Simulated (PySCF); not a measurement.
BrH, SMILES Br.

Geometry: PBE-D3(BJ)/def2-TZVPD.

Two levels are set side by side: TDDFT-PBE/def2-TZVPD (PySCF) and EOM-CCSD/aug-cc-pVDZ (PySCF). Vertical, same geometry; the bases differ. Differences are taken from unrounded values.

```csv
quantity,EOM-CCSD
lowest singlet excitation (eV),6.76
lowest triplet excitation (TDA for PBE) (eV),6.26
```

Question: What does TDDFT-PBE give, and how far is it from EOM-CCSD? (An estimate is asked for; the answer gives what the named calculation found.)

Answer: 
```
quantity                                      TDDFT-PBE  TDDFT-PBE minus EOM-CCSD
--------------------------------------------  ---------  ------------------------
lowest singlet excitation (eV)                     6.28                     -0.48
lowest triplet excitation (TDA for PBE) (eV)       5.74                     -0.53
```

Functionals without exact exchange tend to place singlet excitations lower, as here. Differences between two approximate levels are no errors against the true value.

Rough cost on one machine, each run with all the roots and properties that it gave: EOM-CCSD against TDDFT-PBE within a factor of 2.
